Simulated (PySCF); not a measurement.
# Electron correlation in Rh (rhodium, neutral)

[Kr] 4d8 5p1, one real determinant (an excited configuration). All numbers are calculated (PySCF 2.14, scalar relativity by spin-free X2C-1e, in ANO-RCC-VTZP). Frozen: [Ar] 3d10; 17 electrons correlated.

```json
{"level": "CCSD", "correlation energy (mhartree)": "-531.94"}
{"level": "(T)", "correlation energy (mhartree)": "-17.76"}
{"level": "CCSD(T)", "correlation energy (mhartree)": "-549.70"}
```

Diagnostics: T1 = 0.010, D1 = 0.0318, largest double amplitude 0.055.

Q: Is a single reference adequate?

A: Yes, within this model without spin-orbit coupling: T1 lies below 0.03 and no double amplitude reaches 0.07.

The basis was made for the ground configuration and has no added diffuse functions, which can raise the energy of the promoted electron.

The reference is one real determinant that mixes LS terms of this configuration.
